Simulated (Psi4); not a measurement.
thioethanol (C2H6S), singlet, at a GFN2-xTB geometry; MP2/cc-pVDZ run with Psi4.

Here is a job for Psi4.
```
memory 2 GB

molecule mol {
0 1
  C     1.520616    0.691102   -0.005370
  C     0.011604    0.831165    0.003177
  S    -0.761806   -0.837889    0.000775
  H    -2.020391   -0.404145    0.009138
  H    -0.330410    1.349655    0.898847
  H    -0.339868    1.356605   -0.884748
  H     1.984528    1.675249   -0.003995
  H     1.855539    0.144186    0.873179
  H     1.846181    0.151063   -0.891656
}

set basis cc-pvdz
set reference rhf
set freeze_core true
set mp2_type conv
set scf_type pk
set puream true
set d_convergence 1e-8

energy('mp2')
print_variables()
```

Q: What does Psi4 print? Leave out banner, timings and long lists.

A: 
```
   => Loading Basis Set <=

    Name: CC-PVDZ
    Role: ORBITAL
    Keyword: BASIS

         ---------------------------------------------------------
                                   SCF
               by Justin Turney, Rob Parrish, Andy Simmonett
                          and Daniel G. A. Smith
                              RHF Reference
         ---------------------------------------------------------

  ==> Geometry <==

    Molecular point group: c1
    Full point group: C1

    Geometry (in Angstrom), charge = 0, multiplicity = 1:

       Center              X                  Y                   Z               Mass
    ------------   -----------------  -----------------  -----------------  -----------------
         C            1.568195856724     0.759077861548    -0.005357638330    12.000000000000
         C            0.059183856724     0.899140861548     0.003189361670    12.000000000000
         S           -0.714226143276    -0.769913138452     0.000787361670    31.972071174400
         H           -1.972811143276    -0.336169138452     0.009150361670     1.007825032230
         H           -0.282830143276     1.417630861548     0.898859361670     1.007825032230
         H           -0.292288143276     1.424580861548    -0.884735638330     1.007825032230
         H            2.032107856724     1.743224861548    -0.003982638330     1.007825032230
         H            1.903118856724     0.212161861548     0.873191361670     1.007825032230
         H            1.893760856724     0.219038861548    -0.891643638330     1.007825032230

  Running in c1 symmetry.

  Rotational constants: A =      0.96718  B =      0.18087  C =      0.16165 [cm^-1]
  Rotational constants: A =  28995.27194  B =   5422.33901  C =   4846.01952 [MHz]
  Nuclear repulsion =  107.456703108607925

  Charge       = 0
  Multiplicity = 1
  Electrons    = 34
  Nalpha       = 17
  Nbeta        = 17

  ==> Algorithm <==

  SCF Algorithm Type is PK.
  DIIS enabled.
  MOM disabled.
  Fractional occupation disabled.
  Guess Type is SAD.
  Energy threshold   = 1.00e-08
  Density threshold  = 1.00e-08
  Integral threshold = 1.00e-12

  ==> Primary Basis <==

  Basis Set: CC-PVDZ
    Blend: CC-PVDZ
    Number of shells: 38
    Number of basis functions: 76
    Number of Cartesian functions: 79
    Spherical Harmonics?: true
    Max angular momentum: 2

  ==> Integral Setup <==

  Using in-core PK algorithm.
   Calculation information:
      Number of atoms:                   9
[...]
  @RHF Final Energy:  -476.76321939325294
    Total Energy =                       -476.7632193932529390
  DIE_IF_NOT_CONVERGED          => (empty)
[...]
  WRITER_FILE_LABEL             => (empty)
  ZORA_BASIS_TOLERANCE          => (empty)
  ZORA_NR_DEBUG                 => (empty)
  ZORA_PRUNING_SCHEME           => (empty)
  ZORA_RADIAL_POINTS            => (empty)
  ZORA_SPHERICAL_POINTS         => (empty)

 ==============================================================================
 ==============================================================================
 ==============================================================================

                             MP2
                    Program Written by Ugur Bozkaya,
              Additional Contributions by J. P. Misiewicz

 ==============================================================================
 ==============================================================================
 ==============================================================================

	MO spaces per irreps...

	IRREP   FC    OCC   VIR  FV
	==============================
	   A     7    10    59    0
	==============================

	Cost of iabc is     24 MB
	Cost of abcd is     88 MB
	Switching to the incore algorithm for iabc..
	Switching to the incore algorithm for abcd..

	Computing MP2 energy using SCF MOs (Canonical MP2)...
	==============================================================================
	Nuclear Repulsion Energy (a.u.)    :   107.45670310860793
	SCF Energy (a.u.)                  :  -476.76321939325294
	REF Energy (a.u.)                  :  -476.76321939325294
	Alpha-Alpha Contribution (a.u.)    :    -0.04867007749871
	Alpha-Beta Contribution (a.u.)     :    -0.33172405615747
	Beta-Beta Contribution (a.u.)      :    -0.04867007749871
	Scaled_SS Correlation Energy (a.u.):    -0.03244671833247
	Scaled_OS Correlation Energy (a.u.):    -0.39806886738897
	SCS-MP2 Total Energy (a.u.)        :  -477.19373497897442
	SOS-MP2 Total Energy (a.u.)        :  -477.16128826064192
	SCSN-MP2 Total Energy (a.u.)       :  -476.93453806604839
	SCS-MP2-VDW Total Energy (a.u.)    :  -477.23649626263324
	SOS-PI-MP2 Total Energy (a.u.)     :  -477.22763307187341
	MP2 Correlation Energy (a.u.)      :    -0.42906421115490
	MP2 Total Energy (a.u.)            :  -477.19228360440786
	==============================================================================

  Variable Map:
  ----------------------------------------------------------------------------
[...]
  Array Variable Map:
  ----------------------------------------------------------------------------
[...]
[...]
```
